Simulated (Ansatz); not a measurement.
Program: Ansatz. Geometries: PBE0-D4/def2-TZVP. ΔE: electronic, gas phase. CCSD(T)/CBS is the MP2 limit (def2-TZVPP, def2-QZVPP) plus CCSD(T) − MP2 in def2-TZVPP, frozen cores. This one scheme is used for every species. DFT in def2-TZVPP. B3LYP here is the variant with VWN-RPA as its local correlation; programs differ in this. For Ge outer-core shells are correlated without core-valence functions, which leaves a few kJ/mol of doubt a bond. Scalar relativity is left out up to krypton. One conformer a species, not always the lowest.

`[OH][Ge]([GeH3])([GeH3])[GeH3]` + H₂ → `[OH][GeH]([GeH3])[GeH3]` + GeH₄  (hydrogenolysis of a Ge–Ge bond)

`[OH][Ge]([GeH3])([GeH3])[GeH3]`:

Cartesian coordinates in Å:
```
O 0.555 0.644 2.045
Ge 0.081 0.104 0.392
Ge -0.554 2.049 -0.934
Ge -1.797 -1.378 0.794
Ge 1.959 -1.061 -0.638
H 1.304 1.245 2.030
H -1.794 2.736 -0.340
H -0.866 1.619 -2.379
H 0.603 3.064 -0.967
H -1.365 -2.563 1.670
H -2.300 -1.914 -0.557
H -2.940 -0.619 1.485
H 2.299 -2.345 0.136
H 3.201 -0.150 -0.648
H 1.615 -1.431 -2.091
```

H₂:

Cartesian coordinates in Å:
```
H 0.310 -0.123 0.167
H -0.310 0.123 -0.167
```

`[OH][GeH]([GeH3])[GeH3]`:

Cartesian coordinates in Å:
```
O 2.140 0.339 0.147
Ge 0.398 0.613 -0.196
Ge -0.127 -1.021 -1.906
Ge -0.886 0.326 1.852
H 2.508 1.011 0.726
H 0.221 2.060 -0.721
H -1.608 -0.882 -2.299
H 0.107 -2.437 -1.359
H 0.745 -0.804 -3.151
H -0.328 1.236 2.962
H -0.809 -1.133 2.330
H -2.361 0.693 1.614
```

GeH₄:

Z-matrix (Å, degrees):
```
Ge
H 1 1.534
H 1 1.534 2 109.5
H 1 1.534 2 109.5 3 -120.0
H 1 1.534 2 109.5 3 120.0
```

Problem. Is it downhill or uphill in electronic energy at CCSD(T)/CBS, and by how much? (Estimate.)

Solution. The calculation gave: Uphill: ΔE = +0.22 eV.

Problem. What do these levels give: PBE-D4, BLYP-D4, B97M-V, PBE0-D4, B3LYP-D4, BHLYP-D4, revPBE, PBE0, r2SCAN0, CAM-B3LYP, CCSD(T)/def2-SVP, HF/def2-TZVPP? (Best estimate.)

Solution. The calculation gave: PBE-D4 0.28, BLYP-D4 0.27, B97M-V 0.01, PBE0-D4 0.22, B3LYP-D4 0.21, BHLYP-D4 0.16, revPBE 0.16, PBE0 0.13, r2SCAN0 0.15, CAM-B3LYP 0.00, CCSD(T)/def2-SVP 0.02, HF/def2-TZVPP -0.16 eV.

Largest T1 diagnostic among the species: 0.012.

From PBE to PBE0 (25 % exact exchange), in def2-TZVPP and without D4, ΔE moves by −0.05 eV. Leaving LDA and LC-ωPBE aside and taking each functional with its dispersion term where it has one, the values, not all of them listed here, spread over 0.28 eV, from B97M-V to revPBE-D4. At CCSD(T), def2-SVP lies −0.20 eV from the extrapolated value and def2-TZVPP −0.04 eV.
